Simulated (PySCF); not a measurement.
These 2 structures share the formula C2H7BO2. Method: PBE0-D3(BJ)/def2-SVP geometry optimisation, gas phase (PySCF 2.14.0). Energies are electronic, without zero-point or thermal terms, for one conformer each. No frequencies were run at this level. Point groups hold within 0.08 Å.

Question: Rank from lowest to highest electronic energy at this level (kJ/mol).
A. `[CH3:1][O:2][BH:3][O:4][CH3:5]` with C1–O2–B3–O4 180°, O2–B3–O4–C5 180°
B. `[CH3:1][CH2:2][B:3]([OH:4])[OH:5]` with C1–C2–B3–O4 -32°, C2–B3–O4–H -178°, C2–B3–O5–H -2° (ethylboronic acid)

Answer: B (0.0), A (141.2).

As drawn, the lower has an O–H bond, which the higher lacks.

| SMILES | E (Eh) | E rel (kJ/mol) | dipole (D) | point group | A, B, C (MHz) |
| --- | --- | --- | --- | --- | --- |
| CCB(O)O | -255.36881 | 0.0 | 1.47 | C1 | 8501, 3480, 2619 |
| COBOC | -255.31503 | 141.2 | 1.62 | – | 30824, 2185, 2094 |

Q: How do the relative energies change in single points at PBE0/pcSseg-1 (no added dispersion term) on the same geometries?

A: 
| SMILES | PBE0-D3(BJ)/def2-SVP (kJ/mol) | PBE0/pcSseg-1 (kJ/mol) | shift |
| --- | --- | --- | --- |
| CCB(O)O | 0.0 | 0.0 | 0.0 |
| COBOC | 141.2 | 140.2 | -1.0 |

Each column counts from its own lowest isomer. The order is unchanged; the largest shift is 1.0 kJ/mol.
